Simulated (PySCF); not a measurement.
BH8NOSi.
Bonds: N1–B2, B2–O3, O3–Si4. Hydrogens: H5, H6, H7 on N1; H8, H9 on B2; H10, H11, H12 on Si4.

The calculation used TDDFT CAM-B3LYP/def2-SVPD, vertical, gas phase, core orbitals frozen in the response (PySCF 2.14.0, density-fitted response routines). Geometry: PBE0-D3(BJ)/def2-SVP, one conformer, isolated molecule. Torsions of this conformer, `[NH3+:1][BH2-:2][O:3][SiH3:4]`: N1–B2–O3–Si4 179°.

```json
{"state": "S1", "λ (nm)": "210.9", "E (eV)": "5.88", "f": "0.0040", "|μ| (D)": "0.42", "symmetry": "A″", "main configurations (H = HOMO, L = LUMO)": "H→L (96%)"}
{"state": "S2", "λ (nm)": "181.7", "E (eV)": "6.82", "f": "0.0000", "|μ| (D)": "0.04", "symmetry": "–", "main configurations (H = HOMO, L = LUMO)": "H→L+1 (77%), H→L+2 (13%)"}
{"state": "S3", "λ (nm)": "169.7", "E (eV)": "7.30", "f": "0.076", "|μ| (D)": "1.65", "symmetry": "A′", "main configurations (H = HOMO, L = LUMO)": "H-1→L (80%)"}
{"state": "S4", "λ (nm)": "165.2", "E (eV)": "7.50", "f": "0.011", "|μ| (D)": "0.62", "symmetry": "A″", "main configurations (H = HOMO, L = LUMO)": "H→L+3 (83%)"}
{"state": "S5", "λ (nm)": "163.2", "E (eV)": "7.60", "f": "0.050", "|μ| (D)": "1.32", "symmetry": "A″", "main configurations (H = HOMO, L = LUMO)": "H→L+2 (65%), H→L+1 (16%)"}
{"state": "S6", "λ (nm)": "161.0", "E (eV)": "7.70", "f": "0.017", "|μ| (D)": "0.77", "symmetry": "A′", "main configurations (H = HOMO, L = LUMO)": "H→L+4 (85%)"}
{"state": "S7", "λ (nm)": "157.2", "E (eV)": "7.89", "f": "0.023", "|μ| (D)": "0.88", "symmetry": "A′", "main configurations (H = HOMO, L = LUMO)": "H-1→L+1 (53%), H-1→L+2 (19%)"}
{"state": "S8", "λ (nm)": "155.4", "E (eV)": "7.98", "f": "0.051", "|μ| (D)": "1.30", "symmetry": "A″", "main configurations (H = HOMO, L = LUMO)": "H→L+5 (77%), H→L+6 (10%)"}
{"state": "S9", "λ (nm)": "151.7", "E (eV)": "8.17", "f": "0.0006", "|μ| (D)": "0.14", "symmetry": "–", "main configurations (H = HOMO, L = LUMO)": "H-2→L (59%), H-2→L+1 (18%)"}
{"state": "S10", "λ (nm)": "148.1", "E (eV)": "8.37", "f": "0.0007", "|μ| (D)": "0.14", "symmetry": "–", "main configurations (H = HOMO, L = LUMO)": "H→L+6 (46%), H-2→L (22%), H-2→L+1 (15%)"}
```

Triplets, Tamm–Dancoff:

| state | E (eV) | λ (nm) | main configurations (H = HOMO, L = LUMO) |
| --- | --- | --- | --- |
| T1 | 5.79 | 214.1 | H→L (94%) |
| T2 | 6.57 | 188.8 | H→L+1 (67%), H→L+2 (18%) |
| T3 | 7.06 | 175.5 | H-1→L (75%), H-3→L (10%) |
| T4 | 7.35 | 168.6 | H→L+3 (83%) |

The lowest singlet comes at 211 nm (567 kJ/mol) in the ultraviolet; it is very weak; its leading configuration is HOMO→LUMO (96%). The most intense listed level is S3 at 7.30 eV (170 nm, f = 0.076), 1.42 eV above S1. Löwdin shares by element: HOMO oxygen 37%, hydrogen 27% or more, boron 22%; LUMO hydrogen 47% or more, boron 26% (atoms not listed hold the other 27%). Of the 10 states listed, 6 reach f = 0.01 and 1 stays under 0.0005. Weighted by f, the mean energy of these states is 7.59 eV. The listed states span 2.49 eV, and the widest gap between neighbours is 0.94 eV (S1 to S2). The vertical ionisation energy (ΔSCF) is 9.18 eV, 0.81 eV above S10. Symmetry labels in Cs follow from the direction of the transition dipole and are given only for states with f of 0.002 or more. The window holds the lowest 10 singlets.
